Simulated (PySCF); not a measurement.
## Neon: a sound run and one with changed settings

Sound run: Ne⁺ [He] 2s2 2p5, Ne²⁺ [He] 2s2 2p4. All numbers are calculated (PySCF 2.14, no relativity, point nucleus, in def2-SVP (3s2p1d, 14 functions)). In the sound run the correlated levels freeze 1s2. The sound run starts from symmetry-adapted Hartree-Fock orbitals and uses a fine grid where one is needed.

Changed run: a valence shell is frozen. This setting is unsound on purpose.

| species | method | sound run (hartree) | changed run (hartree) | converged |
| --- | --- | --- | --- | --- |
| Ne⁺ | MP2 | -127.77835 | -127.73324 | yes |
| Ne⁺ | CCSD(T) | -127.79004 | -127.74016 | yes |
| Ne²⁺ | MP2 | -126.28419 | -126.23683 | yes |
| Ne²⁺ | CCSD(T) | -126.29761 | -126.24203 | yes |

Ionisation energy of Ne⁺:

```json
{"method": "UHF", "sound run (eV)": "39.547", "changed run (eV)": "39.547"}
{"method": "MP2", "sound run (eV)": "40.658", "changed run (eV)": "40.719"}
{"method": "SCS-MP2", "sound run (eV)": "40.604", "changed run (eV)": "40.741"}
{"method": "CCSD", "sound run (eV)": "40.600", "changed run (eV)": "40.758"}
{"method": "CCSD(T)", "sound run (eV)": "40.611", "changed run (eV)": "40.766"}
```

Freezing a valence shell removes pair correlation that changes on ionisation.

For comparison, NIST gives 40.963 eV between the lowest levels.
